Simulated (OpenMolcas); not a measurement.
**d8 ions of charge +3 down a group on the Ca site of CsCaF3**

* Program: OpenMolcas
* Method: CASSCF
* Spin-orbit coupling: RASSI with atomic mean-field integrals over the reference wave functions

The d shell is active. Each dopant is a cluster with its nearest anions in model potentials and point charges, with no relaxation and no local charge compensation. Distances were set from a Shannon-type radius of the metal (high-spin where two are listed) plus a fixed donor radius (F 1.31 Å), in hosts weighted 0.65 to 0.35 with the host's distance in the model lattice. Ligand basis ANO-RCC-VDZP, DKH2 Hamiltonian. States (labels of O, the rotations of Oh). Energies in cm-1 above the lowest state or level, χT in cm3 K/mol; 10Dq and B are least-squares fits to the states below 45000 cm-1, weighted by degeneracy, with a free offset, and given where the rms deviation is under 5 % of |10Dq| (or 100 cm-1) and under 700 cm-1. Spin-only χT is S(S+1) / 2 for the spin of the ground state.

```tsv
Ion	Shell	R (Å)	Metal basis	Ground state	First state of that spin	10Dq	B (rms of fit)	First gap with spin-orbit (degeneracies)	χT at 300 K	First state of another spin	Spin-only χT
Ag3+	4d8	2.131	ANO-RCC-VTZP	3A2	3T2 14667	15300	844 (398)	11433 (3, 2)	1.331	1E 12370	1.000
Au3+	5d8	2.196	ANO-RCC-VTZP	3A2	3T2 16161	15961	825 (92)	9415 (3, 2)	1.694	1E 11838	1.000
```

|10Dq| changes by a factor of 15961 / 15300 = 1.04 from Ag3+ to Au3+.

B goes from 844 cm-1 (Ag3+) to 825 cm-1 (Au3+).

Every ion keeps the highest spin of its shell. χT departs most from the spin-only value for Au3+, by +0.694 cm3 K/mol.

Without dynamic correlation the repulsion within the d shell is too large (B by tens of per cent), so at a given field states of lower spin stand too high. Real 4d8 and 5d8 ions are as a rule square planar and diamagnetic. With metal d orbitals alone the field can be off either way by tens of per cent. Ligand-to-metal charge-transfer states are missing. With no ligand orbital active B as a rule stays too high, so bands that hang on it stand too high and its fall with covalency is understated. The least metal-like active orbital is 76 % on the metal (Löwdin) and no ligand orbital is active, so the numbers are rough (holds for Ag3+). The least metal-like active orbital is 78 % on the metal (Löwdin) and no ligand orbital is active, so the numbers are rough (holds for Au3+). No measured value stands beside these numbers; the geometry was set by hand and not optimised.
